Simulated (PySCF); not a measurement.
B3LYP has the VWN-RPA correlation part, as in Gaussian. Excitations are Tamm–Dancoff values on a coarser integration grid. The basis has no diffuse functions, so Rydberg states are missing or too high.

Cartesian coordinates (Å):
SMILES: C/C=C\O
```xyz
10

C     -1.2279     0.0387    -0.0349
C      0.0733    -0.6633    -0.2788
C      1.2893    -0.1861    -0.0252
O      1.6109     1.0290     0.5047
H     -1.8610    -0.5269     0.6541
H     -1.1062     1.0367     0.3943
H     -1.7934     0.1603    -0.9628
H      0.0261    -1.6582    -0.7036
H      2.1834    -0.7590    -0.2312
H      0.8056     1.5290     0.6835
```
Charge 0, spin multiplicity 1.

Question: Estimate the S1–T1 gap (TDA), T1 excitation (TDA), total energy, brightest of the four lowest singlets (TDA) and LUMO that B3LYP-D3(BJ)/def2-TZVP run with PySCF returns for this input.

Answer: 
| Quantity | Result |
|---|---|
| S1–T1 gap (TDA) | 1.21 eV |
| T1 excitation (TDA) | 4.41 eV |
| total energy | -193.2225 Ha |
| brightest of the four lowest singlets (TDA) | 7.52 eV |
| LUMO | 0.46 eV |
